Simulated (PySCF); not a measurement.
C3H7BrMg, SMILES [Br][Mg][CH](C)C.

The structure is a stationary point at B3LYP-D3(BJ)/def2-SVP. Other conformers were not sampled.

The numbers are results of PySCF with PBE/def2-TZVP, not measurements.

Question: Estimate the frontier levels, gap, dipole moment and polarisability. (The exact figures need the calculation; the answer reports its results.)

Answer: 
```json
{
 "highest_occupied_level": "-5.55 eV",
 "lowest_empty_level": "-1.89 eV",
 "orbital_gap": "3.67 eV",
 "dipole_moment": "2.41 D",
 "quadrupole, principal values (traceless, Buckingham form, about the centre of nuclear charge)": "-11.10, 4.99, 6.12 D·Å",
 "mean_static_polarisability": "91.8 bohr³ (13.60 Å³)",
 "polarisability_principal_values": "72.2, 80.7, 122.6 bohr³"
}
```
